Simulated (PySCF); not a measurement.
GeH3I, SMILES [GeH3][I]. Geometry optimised at PBE0-D3(BJ)/def2-TZVP. The def2 effective core potentials stand for the cores of I; spin–orbit coupling is left out.

Computed equilibrium geometry at PBE0-D3(BJ)/def2-TZVP (PySCF confirms it by a frequency run) as Cartesian coordinates in Å, and its point group:
point group C3v.
```xyz
5

Ge     0.0000     0.0000     1.4983
I      0.0000     0.0000    -1.0156
H      1.2650     0.7304     1.9595
H     -1.2650     0.7304     1.9595
H      0.0000    -1.4608     1.9595
```
Charge 0, spin multiplicity 1.
